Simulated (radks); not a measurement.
Results of a calculation; reference values are marked as such.
Problem. These are the eigenvalues of the occupied orbitals of an atom or ion with whole-number occupations (eV). Level of theory: scalar-relativistic Kohn-Sham, SCAN, spin-polarised, spherical densities, finite nucleus; meta-GGA in the generalised Kohn-Sham scheme; Fermi nuclear charge, rms radius of each element as measured or else 0.836 A^(1/3) + 0.57 fm (a radial shooting solver on a logarithmic mesh with Libxc functionals).

| orbital | eigenvalue |
|---|---|
| 1s up | -7244.710 |
| 1s down | -7243.851 |
| 2s up | -1051.456 |
| 2s down | -1051.025 |
| 2p up | -927.9267 |
| 2p down | -927.0719 |
| 3s up | -289.5367 |
| 3s down | -286.4938 |
| 3p up | -251.9929 |
| 3p down | -248.9624 |

Which element is it, and in what charge state? The configuration may be excited. Open shells, if any, are filled with parallel spins first.

Solution. Z = 26, iron, charge +9: Fe9+ in [Ne] 3s2 3p5. The list shows which subshells hold electrons but not how many an open one holds; the 1s level, -266.24 hartree, gives Z - s = 23.1 by -(Z - s)^2/2, which with screening and relativity narrows Z to a few neighbours, and the depths of the outer levels then fix element, charge and occupations together.
